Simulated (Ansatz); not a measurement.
**Ligand exchange: Si(CH3)2(OH)2 + CH6OSi → Si(CH3)(OH)2(SiH3) + C2H6O**

Gas-phase species: Si(CH3)2(OH)2 (dimethylsilanediol), singlet; CH6OSi `CO[SiH3]`, singlet; Si(CH3)(OH)2(SiH3), singlet; C2H6O (dimethyl ether) `COC`, singlet. The partners trade CH3 for SiH3: Si–CH3 and O–SiH3 bonds give way to Si–SiH3 and O–CH3.

Shapes, held fixed at every level: PBE0-D4/def2-TZVP. Flexible molecules stand in one conformer, not always the lowest. Programs: Ansatz 0.2.0. Electronic energies: no zero-point or thermal term.

```json
{"level": "PBE-D4/def2-TZVPP", "kind": "GGA", "ΔE (kJ/mol)": "+159.2", "less CCSD(T)/CBS estimate": "-29.0"}
{"level": "wB97M-V/def2-TZVPP", "kind": "range-separated hybrid", "ΔE (kJ/mol)": "+190.2", "less CCSD(T)/CBS estimate": "+2.0"}
{"level": "wB97X-V/def2-TZVPP", "kind": "range-separated hybrid", "ΔE (kJ/mol)": "+179.2", "less CCSD(T)/CBS estimate": "-9.0"}
{"level": "B2PLYP/def2-TZVPP", "kind": "double hybrid", "ΔE (kJ/mol)": "+187.6", "less CCSD(T)/CBS estimate": "-0.6"}
{"level": "CCSD(T)/def2-TZVPP", "kind": "coupled cluster or CI", "ΔE (kJ/mol)": "+185.1", "less CCSD(T)/CBS estimate": "-3.1"}
{"level": "CCSD/def2-TZVPP", "kind": "coupled cluster or CI", "ΔE (kJ/mol)": "+187.7", "less CCSD(T)/CBS estimate": "-0.5"}
{"level": "CCSD(T)/CBS estimate", "kind": "coupled cluster or CI", "ΔE (kJ/mol)": "+188.2", "less CCSD(T)/CBS estimate": "0.0"}
```

The highest level, CCSD(T)/CBS estimate, gives ΔE = +188.2 kJ/mol; the levels span +159.2 to +190.2. The column of differences is taken from that level and isn't an error. No measured value is set beside it here. The CBS estimate extrapolates MP2 from def2-TZVPP and def2-QZVPP and adds CCSD(T) − MP2 in the triple-zeta set, cores frozen.
